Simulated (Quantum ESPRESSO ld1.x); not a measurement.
One sound ld1.x (Quantum ESPRESSO 7.5) input for the lanthanum ion La+ gives E = -8489.783 hartree in 24 iterations:

```
 &input
    zed=57.0,
    iswitch=1,
    rel=1,
    dft='PBESOL',
    config='[Xe] 5d2',
    prefix='ld1',
    max_out_wfc=37,
    file_charge='ld1.rho',
 /
```

Changed or added lines, one case at a time, and what came of them:

- isic=1 latt=1: refused. The program stops in ld1_readin with "isic and latter correction not allowed": the two corrections exclude each other.
- dft='R2SCAN': refused. The program stops in set_dft_from_name with "libxc needed for this functional": this build has no Libxc.
- rmax=1000.0: harmless. The energy moves by less than 1e-5 hartree against the default mesh (-8489.783 hartree).
- config='[Xe] 5d': refused. The program stops in el_config with "no occupancy field?": each term needs its occupation.
- zed=-3.0: refused. The program stops in ld1_readin with "wrong nuclear charge zed:  -3.00": zed must lie above 0 and at most 103.
- lsd=1 dft='PW91': silently wrong. The run ends normally, but in this build (ld1.x 7.5) Etot and Exc of a spin-polarised run lack the gradient corrections of exchange and correlation and come out near their LSDA values (nitrogen, PBE: -54.132 hartree against -54.536 from two other codes). The eigenvalues and orbitals are those of the GGA; the energies must not be used.
- relpert=.true.: refused. The program stops in ld1_readin with "perturbative SO-splitting for AE calculations with rel=0 only": the perturbative correction needs rel = 0.
